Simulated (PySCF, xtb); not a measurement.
CH3F3Si. Atoms are numbered in the order given.

```xyz
8

Si     0.0000     0.0000    -1.5150
C      0.0000     0.0000     0.4146
F     -1.0848    -0.6263     0.9116
F      0.0000     1.2526     0.9116
F      1.0848    -0.6263     0.9116
H      0.0000    -1.4159    -1.9637
H      1.2262     0.7079    -1.9637
H     -1.2262     0.7079    -1.9637
```

Coordinates come from a ωB97X-D3(BJ)/def2-SVP optimisation.

The numbers are results of C-PCM-ωB97X/def2-SVP (PySCF 2.14.0), not measurements.

The values are the electrostatic part of the solvation free energy, E(continuum) − E(gas) at the gas-phase geometry, in a cavity of scaled van der Waals radii (PySCF's table); cavitation and dispersion terms are not included. In vacuum the orbital gap is 14.57 eV. The dipole moment in vacuum is 2.06 D.

| solvent | ε | ΔG(elec) (kcal/mol) | dipole (D) | gap (eV) |
|---|---|---|---|---|
| water | 78.36 | -1.6 | 2.40 | 14.85 |
| ethanol | 24.85 | -1.6 | 2.39 | 14.84 |
| acetonitrile | 35.69 | -1.6 | 2.39 | 14.84 |

For comparison, GFN2-xTB/ALPB(water) (xtb, at the GFN2-xTB geometry, all terms of that model) gives -2.7 kcal/mol.
